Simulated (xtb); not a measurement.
F₂H₄O₃Si₂, SMILES [Si](O)(O)(O)[SiH](F)F. All values are semi-empirical tight-binding results from xtb (GFN2-xTB unless named), good for trends rather than for accurate numbers. The structure is a stationary point at GFN2-xTB. The structure was generated by enumeration, and PubChem lists no compound with its InChIKey, so it may never have been made. One conformer was computed; it need not be the lowest.

Optimised geometry:

```xyz
11

Si     1.1722     0.5895     0.2403
F      2.2705    -0.2512    -0.5841
F      1.1911     1.9561    -0.6114
Si    -0.8564    -0.4172     0.1402
O     -1.2002    -1.1625    -1.2738
O     -2.1167     0.5745     0.3905
O     -0.7783    -1.4294     1.4057
H      1.8294     0.9358     1.4869
H     -0.6052    -1.7957    -1.6635
H     -2.4754     1.0848    -0.3289
H     -1.5628    -1.8409     1.7594
```

```
Quantity                                         Value
--------------------------------------  --------------
orbital gap                                    5.29 eV
dipole moment                                   2.83 D
zero-point energy                        35.0 kcal/mol
G − E(el) at 298.15 K (modified RRHO)    12.6 kcal/mol
static polarisability (D4 model)            79.6 bohr³
solvation energy, GFN2-xTB/ALPB(water)  -11.5 kcal/mol
solvation energy, GFN2-xTB/ALPB(thf)    -13.2 kcal/mol
```

Computed atomic charges and the Wiberg bond orders between heavy atoms:
charges (e) Si1 0.57, F2 -0.28, F3 -0.28, Si4 0.58, O5 -0.48, O6 -0.48, O7 -0.50, H8 -0.05, H9 0.31, H10 0.31, H11 0.31. Bond orders Si1–F2 1.11, Si1–F3 1.10, Si1–Si4 0.74, Si4–O5 1.17, Si4–O6 1.18, Si4–O7 1.15.
